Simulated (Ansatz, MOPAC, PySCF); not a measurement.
Lewis adduct: BH3 (SMILES B) (first 4 atoms) with CHN (SMILES C#N); geometry from B3LYP-D3(BJ)/def2-TZVP, rigid monomers moved along the line of their centres of mass till B1···N6 is 2.16 Å.
(charge 0, multiplicity 1):
| atom | x (Å) | y (Å) | z (Å) |
|---|---|---|---|
| B | -0.0969 | 0.0482 | 0.7696 |
| H | 0.6659 | 0.9271 | 0.4507 |
| H | 0.2039 | -1.0311 | 0.3220 |
| H | -1.2557 | 0.3333 | 0.5912 |
| C | 0.2328 | -0.2446 | 4.0401 |
| N | 0.1188 | -0.1434 | 2.9095 |
| H | 0.3392 | -0.3391 | 5.0962 |

Counterpoise-corrected where a basis set is named; no monomer relaxation. Rows marked so take none.

Correlated levels freeze the cores. CBS: X⁻³ extrapolation of the correlation energy, Hartree–Fock from the larger set. Rows in 3-21G, 6-311+G**, 6-31G*, STO-3G carry no dispersion term and start afresh at each structure (6-31G* with six Cartesian d functions). The state that AM1, PM3 reach isn't checked.

Codes used: Ansatz (Gaussian basis) for Hartree–Fock, density functionals and correlated methods; MOPAC for AM1, PM3 (differences of heats of formation); PySCF for 3-21G rows, 6-311+G** rows, 6-31G* rows, STO-3G rows, the dispersion terms. 

Other levels give for the interaction energy: PBE/def2-TZVPPD -80.0; B3LYP/def2-TZVPPD -67.9; B3LYP-D3(BJ)/def2-TZVPPD -73.9; wB97M-V/def2-TZVPPD -74.3; CCSD(T)/CBS(aug-cc-pVDZ, aug-cc-pVTZ) -71.8 kJ/mol.

Common cheap choices:

| level | interaction energy (kJ/mol) | less -71.8 (CCSD(T)/CBS(aug-cc-pVDZ, aug-cc-pVTZ)) |
|---|---|---|
| AM1 | -34.0 | 37.8 |
| PM3 | -136.0 | -64.2 |
| HF/STO-3G (no counterpoise) | -90.7 | -18.9 |
| HF/6-31G* | -50.3 | 21.5 |
| BP86/6-31G* (no counterpoise) | -79.9 | -8.1 |
| B3LYP/3-21G (no counterpoise) | -100.9 | -29.1 |
| B3LYP/6-31G* (no counterpoise) | -73.2 | -1.5 |
| B3LYP/6-311+G** (no counterpoise) | -66.9 | 4.8 |

Ansatz is a first-principles code.
